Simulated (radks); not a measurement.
These are the eigenvalues of the occupied orbitals of an atom or ion with whole-number occupations (eV). Calculated with a radial shooting solver on a logarithmic mesh with Libxc functionals: non-relativistic Kohn-Sham, PBEsol, spin-unpolarised, spherical densities, point nucleus.

| orbital | eigenvalue |
|---|---|
| 1s | -8134.124 |
| 2s | -981.0205 |
| 2p | -859.1692 |
| 3s | -127.2665 |
| 3p | -90.0888 |
| 3d | -28.5339 |

Which element is it, and in what charge state? The configuration may be excited.

Answer. Z = 28, nickel, charge +2: Ni2+ in [Ar] 3d8. The list shows which subshells hold electrons but not how many an open one holds; the 1s level, -298.92 hartree, gives Z - s = 24.5 by -(Z - s)^2/2, which with screening narrows Z to a few neighbours, and the depths of the outer levels then fix element, charge and occupations together.
